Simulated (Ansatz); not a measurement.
`O=C[SiH2]CS` → `S[SiH]1CCO1`  (isomerisation)

Program: Ansatz. Geometries: PBE0-D4/def2-TZVP. ΔE: electronic, gas phase. CCSD(T)/CBS adds triple-zeta CCSD(T) − MP2 to the extrapolated MP2 energy (def2 sets, frozen cores). Functionals use def2-TZVPP. B3LYP here is the variant with VWN-RPA as its local correlation; programs differ in this. Each species was taken in one conformer, which may not be the lowest.

```json
{"level": "PBE0-D4", "ΔE (kcal/mol)": "-50.5"}
{"level": "B3LYP-D4", "ΔE (kcal/mol)": "-45.4"}
{"level": "r2SCAN", "ΔE (kcal/mol)": "-50.0"}
{"level": "PBE0", "ΔE (kcal/mol)": "-50.7"}
{"level": "SCS-MP2/def2-TZVPP", "ΔE (kcal/mol)": "-48.9"}
{"level": "MP2/def2-QZVPP", "ΔE (kcal/mol)": "-52.3"}
{"level": "SCS-MP2/def2-QZVPP", "ΔE (kcal/mol)": "-49.5"}
{"level": "MP2/CBS(def2)", "ΔE (kcal/mol)": "-52.6"}
```

(1) What does CCSD(T)/CBS give? (Best estimate.)

Largest T1 diagnostic among the species: 0.014.

Answers

(1) Ansatz gave: -49.4 kcal/mol. The listed levels differ from it by -1.1, 4.0, -0.6, -1.3, 0.5, -2.9, -0.1, -3.2 kcal/mol.

In def2-TZVPP, CCSD(T) changes the Hartree–Fock value by −1.4 kcal/mol (the triples alone add +0.6 kcal/mol) and MP2 by −4.7 kcal/mol. From PBE to PBE0 (25 % exact exchange), in def2-TZVPP and without D4, ΔE moves by −4.0 kcal/mol.
